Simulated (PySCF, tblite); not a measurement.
**Question.** Write Cartesian coordinates for InChI=1S/C9H8FP/c1-2-6-11-9-5-3-4-8(10)7-9/h2-7H,1H2 as optimised with GFN2-xTB.

**Answer.** 
```xyz
19
C9H8FP angstrom
C      3.4356    0.6170   -0.2041
C      2.2257    0.0524   -0.2181
C      2.0156   -1.3285   -0.5239
P      0.5737   -2.2016   -0.6175
C     -0.6904   -0.8987   -0.3364
C     -1.5288   -0.9804    0.7714
C     -2.5119   -0.0296    0.9795
C     -2.6883    1.0047    0.0763
C     -1.8622    1.0611   -1.0323
F     -2.0296    2.0627   -1.9225
C     -0.8698    0.1280   -1.2584
H      3.5731    1.6577    0.0330
H      4.3244    0.0529   -0.4360
H      1.3531    0.6482    0.0159
H      2.9138   -1.9134   -0.6911
H     -1.3969   -1.7896    1.4758
H     -3.1493   -0.0938    1.8483
H     -3.4505    1.7547    0.2159
H     -0.2472    0.2055   -2.1378
```

Orientation and origin are arbitrary. Atoms count from 1 in this order. The 6-membered ring C5–C6–C7–C8–C9–C11 has internal angles of 118.5° to 122.2°; it is planar, 0.01 Å rms from its mean plane, widest ring torsion 2°. The 2 C–P bonds span 1.688 Å (C3=P4, drawn double) to 1.837 Å (P4–C5, drawn single), a spread of 0.149 Å. The C–C distances run from 1.335 Å (C1=C2, drawn double) to 1.430 Å (C2–C3, drawn single), a spread of 0.095 Å. Of the pairs four or more bonds apart, C5···H14 is among the closest relative to their van der Waals radii: 2.59 Å, 89 % of the sum of Bondi's values.

Bonds between heavy atoms (Å): C1=C2 1.335, C2–C3 1.430, C3=P4 1.688, P4–C5 1.837, C5–C6 1.392, C6–C7 1.383, C7–C8 1.384, C8–C9 1.384, C9–F10 1.350, C9–C11 1.381, C5–C11 1.391.

Structure optimised with GFN2-xTB, isolated species.

Point group: C1 (no symmetry element, even within 0.4 Å). Its GFN2-xTB frequencies are all real (lowest 25 cm⁻¹). One conformer, not necessarily the lowest (C1–C2–C3–P4 -179°, C3–P4–C5–C6 -118°). 3 starts were optimised and ended at 0.00, 0.00 and 0.05 kcal/mol (GFN2-xTB); the lowest of these is shown.

All values are computed, not measured.
